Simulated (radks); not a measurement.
The gallium ion Ga+ inside a hard spherical wall (all orbitals vanish at R), configuration held at [Ar] 3d10 4s2 and not refilled when levels cross. Method: non-relativistic Kohn-Sham, LDA (Slater exchange, VWN5 correlation), spin-polarised, spherical densities, point nucleus; computed with a radial shooting solver on a logarithmic mesh with Libxc functionals. Eigenvalues in eV for spin up, with the zero of energy where the potential of the charges vanishes at infinity; a dash marks a level that is unbound or too diffuse for the functional's potential to be trusted. A positive occupied level is held by the wall or, in an anion where self-interaction has pushed it up, behind a barrier. The pressure on the wall is -dE/dV.

R (bohr)	E (hartree)	kinetic (hartree)	e(3s)	e(3p)	e(3d)	e(4s)	e(4p, empty)	e(5s, empty)	pressure (GPa)
free	-1921.62914	1919.695	-150.99	-105.90	-28.366	-16.356	-9.323	-3.782	0
20	-1921.62914	1919.695	-150.99	-105.90	-28.366	-16.356	-9.323	-3.781	< 0.0001
12	-1921.62914	1919.695	-150.99	-105.90	-28.366	-16.356	-9.323	-3.700	< 0.0001
10	-1921.62914	1919.695	-150.99	-105.90	-28.366	-16.356	-9.321	-3.457	< 0.0001
4	-1921.51885	1920.330	-148.93	-103.85	-26.379	-13.721	-4.880	22.946	27.5
3.5	-1921.36928	1921.004	-147.28	-102.21	-24.782	-10.992	-1.041	38.793	86.1
3	-1920.99809	1922.505	-144.20	-99.164	-21.784	-5.117	6.609	67.037	300
2.5	-1919.99112	1926.250	-138.05	-93.091	-15.617	8.643	23.262	121.73	1230
1.5	-1903.89256	1979.650	-88.159	-42.003	41.008	166.02	189.75	554.92	54000
